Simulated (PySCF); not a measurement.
Species: C5H8OS.
Geometry (GFN2-xTB, Å), atoms numbered from 1 in this order:
```
atom  x, y, z in Å
C1     3.052    0.118   -0.011
C2     1.886   -0.329   -0.435
C3     0.668   -0.428    0.425
O4    -0.449    0.068   -0.306
C5    -1.644    0.005    0.255
C6    -2.728    0.546   -0.620
S7    -1.924   -0.609    1.740
H8     3.197    0.454    1.003
H9     3.913    0.152   -0.655
H10    1.745   -0.662   -1.453
H11    0.471   -1.476    0.699
H12    0.779    0.143    1.355
H13   -2.441    1.522   -1.008
H14   -3.654    0.624   -0.058
H15   -2.877   -0.120   -1.469
```

The calculation used PBE0/def2-SVPD in PySCF (dipole) on a GFN2-xTB geometry, gas phase.

Take the most abundant isotopes and a rigid rotor. The values belong to one conformer with, in the numbering `[CH2:1]=[CH:2][CH2:3][O:4][C:5]([CH3:6])=[S:7]`, C1–C2–C3–O4 136°, C2–C3–O4–C5 177°, C3–O4–C5–C6 180°.

Task: What are A, B and C (GHz)?

Result: Ia = 107.97, Ib = 458.94, Ic = 550.01 u·Å²; 505379 MHz·u·Å²/I gives 4681, 1101 and 918.8 MHz, that is A = 4.6805, B = 1.1012, C = 0.9188 GHz.

Task: Classify the top.

Result: A near-prolate asymmetric top: κ = (2 × 1101 − 4681 − 918.8)/(4681 − 918.8) = -0.90.

Task: What does the inertial defect say?

Result: Not planar: Δ = Ic − Ia − Ib = -16.90 u·Å². For a rigid frame Δ = −2 Σ m c², so Σ m c² = 8.45 u·Å² lies off the ab plane: 5.38 from hydrogen and 3.07 from heavier atoms. The atom farthest from that plane is 1.04 Å away.

Task: Which lines would a microwave search look for?

Result: The dipole components are |μa| = 1.64 D, |μb| = 1.71 D, |μc| = 0.09 D. Intensities carry the squares of the components, which stand as 0.91 : 1.00 : 0.00 (a : b : c). Some lines, for components of 0.1 D or more:

```json
{"type": "b", "branch": "R", "J(Ka,Kc)": "2(0,2) ← 1(1,1)", "MHz": "454", "lower level (cm⁻¹)": "0.187"}
{"type": "a", "branch": "Q", "J(Ka,Kc)": "2(1,1) ← 2(1,2)", "MHz": "547", "lower level (cm⁻¹)": "0.315"}
{"type": "a", "branch": "Q", "J(Ka,Kc)": "3(1,2) ← 3(1,3)", "MHz": "1094", "lower level (cm⁻¹)": "0.508"}
{"type": "a", "branch": "R", "J(Ka,Kc)": "1(0,1) ← 0(0,0)", "MHz": "2020", "lower level (cm⁻¹)": "0.000"}
{"type": "b", "branch": "R", "J(Ka,Kc)": "3(0,3) ← 2(1,2)", "MHz": "2629", "lower level (cm⁻¹)": "0.315"}
{"type": "b", "branch": "Q", "J(Ka,Kc)": "2(1,1) ← 2(0,2)", "MHz": "3951", "lower level (cm⁻¹)": "0.202"}
{"type": "b", "branch": "Q", "J(Ka,Kc)": "3(1,2) ← 3(0,3)", "MHz": "4247", "lower level (cm⁻¹)": "0.403"}
{"type": "b", "branch": "R", "J(Ka,Kc)": "1(1,1) ← 0(0,0)", "MHz": "5599", "lower level (cm⁻¹)": "0.000"}
{"type": "a", "branch": "R", "J(Ka,Kc)": "3(1,3) ← 2(1,2)", "MHz": "5782", "lower level (cm⁻¹)": "0.315"}
{"type": "a", "branch": "R", "J(Ka,Kc)": "3(1,2) ← 2(1,1)", "MHz": "6329", "lower level (cm⁻¹)": "0.334"}
{"type": "b", "branch": "R", "J(Ka,Kc)": "2(1,2) ← 1(0,1)", "MHz": "7437", "lower level (cm⁻¹)": "0.067"}
{"type": "b", "branch": "R", "J(Ka,Kc)": "3(1,3) ← 2(0,2)", "MHz": "9186", "lower level (cm⁻¹)": "0.202"}
{"type": "b", "branch": "Q", "J(Ka,Kc)": "3(2,1) ← 3(1,2)", "MHz": "10503", "lower level (cm⁻¹)": "0.545"}
{"type": "b", "branch": "Q", "J(Ka,Kc)": "2(2,0) ← 2(1,1)", "MHz": "10745", "lower level (cm⁻¹)": "0.334"}
{"type": "b", "branch": "Q", "J(Ka,Kc)": "2(2,1) ← 2(1,2)", "MHz": "11285", "lower level (cm⁻¹)": "0.315"}
{"type": "b", "branch": "R", "J(Ka,Kc)": "2(2,0) ← 1(1,1)", "MHz": "15150", "lower level (cm⁻¹)": "0.187"}
{"type": "b", "branch": "R", "J(Ka,Kc)": "3(2,1) ← 2(1,2)", "MHz": "17379", "lower level (cm⁻¹)": "0.315"}
{"type": "b", "branch": "R", "J(Ka,Kc)": "3(3,1) ← 2(2,0)", "MHz": "24410", "lower level (cm⁻¹)": "0.692"}
{"type": "b", "branch": "R", "J(Ka,Kc)": "3(3,0) ← 2(2,1)", "MHz": "24417", "lower level (cm⁻¹)": "0.692"}
```

No GFN2-xTB frequencies stand behind this structure, so it isn't proved a minimum. These are rigid-rotor constants of the computed structure; measured ground-state constants (B0) also hold zero-point vibration. A rigid rotor knows nothing of internal rotation, which can split or shift real lines.

On an x86-64 server with one thread (shared host), this took 29 s of wall time. This is the PBE0/def2-SVPD job that gave the dipole, with the excitations it also computed.
